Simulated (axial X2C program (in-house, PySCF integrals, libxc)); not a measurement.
# ZrAs: bond constants with and without spin–orbit coupling

All values were computed with an in-house all-electron X2C program for linear molecules (integrals from PySCF). Spin-free means the one-electron spin-free X2C Hamiltonian; two-component (2c) means X2C with spin–orbit coupling and atomic mean-field two-electron Coulomb and Gaunt terms, so the difference of the two also holds small scalar two-electron terms. Basis: Zr dyall-v3z [11s12p9d4f2g], As dyall-v3z [9s9p6d1f] (cores contracted in-house); Gaussian nuclei, density fitting, unrestricted open shells. Masses: Zr 89.905 u, As 74.922 u.

State, spin-free: M_S = 1/2, Λ = 2 (beyond evenly filled blocks: δ+α); electrons by block: σα: 16, σβ: 16, π+α: 8, π+β: 8, π-α: 8, π-β: 8, δ+α: 3, δ+β: 2, δ-α: 2, δ-β: 2. Fragments: Zr + As.

State, 2c: Ω = 5/2 (⟨Sz⟩ = 0.50, ⟨Lz⟩ = 2.00 at PBE0); electrons by block: 1/2: 24, -1/2: 24, 3/2: 10, -3/2: 10, 5/2: 3, -5/2: 2. Fragments: Zr + As.

| Hamiltonian | level | Re (Å) | ωe (cm⁻¹) | ωexe (cm⁻¹) | Be (cm⁻¹) | De (eV) | D0 (eV) | μ (D) |
| --- | --- | --- | --- | --- | --- | --- | --- | --- |
| spin-free | PBE0 | 2.329 | 338.3 | 1.74 | 0.07606 | 2.97 | 2.95 | -6.37 |
| spin-free | HF | 2.610 | 199.8 | n/a | 0.06055 | n/a | n/a | -3.21 |
| spin-free | B3LYP | 2.343 | 345.7 | 1.41 | 0.07514 | 2.92 | 2.90 | -6.08 |
| spin-free | BLYP | 2.370 | 331.0 | 0.822 | 0.07343 | 3.29 | 3.26 | -5.40 |
| 2c | PBE0 | 2.329 | 337.4 | 1.73 | 0.07603 | n/a | n/a | -6.34 |
| 2c | HF | 2.612 | 200.9 | n/a | 0.06045 | n/a | n/a | -3.27 |
| 2c | B3LYP | 2.344 | 344.7 | 1.41 | 0.07511 | n/a | n/a | -6.05 |

Dipoles are positive if As is the positive end.

One determinant describes the state; a PBE0 search over occupations chose it and may have missed a lower one. De is counted from the lowest determinant-based energies of the atoms at the same level, without counterpoise correction. De is not given where an atomic determinant may have missed its ground term or J level, or where the truncated virtual space spoils (T). Density functionals use the spin component along the axis (collinear). Without a current term, density functionals place determinants with orbital angular momentum somewhat too high. At some level and bond length an empty orbital lies below a filled one. The determinant is spin-polarised beyond a pure state at some levels (its spin-free form has ⟨S²⟩ too high), which makes Re and μ there less reliable. Under one Hamiltonian the search converged a single determinant, so lower ones may well exist.

No reliable constants came from BLYP (2c), MP2 (2c), MP2 (spin-free): no minimum in range, unconverged points, a curve that is not smooth, a change of character along it, or the two Hamiltonians disagreeing along it.

Rough cost a point (2c) on 1 thread(s) of a shared host, integrals apart: PBE0 2.7 s, HF 2.7 s, B3LYP 2.8 s.

The whole task took 6.6 min on 1 thread of Arm Neoverse N1 (shared host).
